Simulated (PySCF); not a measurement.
**Two-component Hartree-Fock for Er²⁸⁺ (erbium, charge +28)**

Start: [Kr] 4d4; 4d3/2 filled at m_j = -3/2, -1/2, +1/2, +3/2. Calculated with PySCF 2.14 in an uncontracted even-tempered set (17 s from 2.4 bohr⁻², ratio 2.8; 14 p from 3.1 bohr⁻², ratio 2.8; 9 d from 3.1 bohr⁻², ratio 2.8; 3 f from 13 bohr⁻², ratio 3): generalised Hartree-Fock with the X2C-1e Hamiltonian and a Gaussian nucleus; one run each with spin-orbit coupling (SO) switched off, then screened by Boettger's factors.

```
spinor shell  electrons  ε, spin-free (eV)  ε, screened SO (eV)  weight of nominal j (screened SO)  rms radius, screened SO (bohr)
       1s1/2          2           -58767.5             -58753.0                              1.000                          0.0231
       2s1/2          2           -10829.2             -10824.0                              1.000                          0.0935
       2p1/2          2            -9690.0             -10341.1                              1.000                          0.0798
       2p3/2          4            -9690.0              -9414.8                              1.000                          0.0866
       3s1/2          2            -3230.9              -3228.7                              1.000                           0.239
       3p1/2          2            -2877.8              -3018.3                              1.000                           0.230
       3p3/2          4            -2877.8              -2816.5                              1.000                           0.243
       3d3/2          4            -2436.2              -2464.2                              1.000                           0.216
       3d5/2          6            -2436.2              -2414.9                              1.000                           0.220
       4s1/2          2            -1338.0              -1337.1                              1.000                           0.501
       4p1/2          2            -1202.9              -1252.1                              1.000                           0.506
       4p3/2          4            -1202.9              -1180.5                              1.000                           0.533
       4d3/2          4            -1044.6              -1046.9                              1.000                           0.527
```

```csv
quantity,spin-free,screened SO
E (hartree),-12693.00976,-12704.64119
M_J,0,0
⟨J²⟩,4.002,0.000
⟨L²⟩,6.001,2.456
⟨S²⟩,6.000,2.456
```

Breit and QED terms are absent; they matter most for the inner s and p1/2 levels.

Densities and radii are taken from the X2C orbitals without a picture-change correction, which distorts them close to the nucleus.

Without spin-orbit coupling the j labels of p, d and f shells carry no meaning; the spin-free column gives the mean over the occupied spinors of each nl shell, and its ⟨J²⟩ belongs to a mixture of degenerate components.
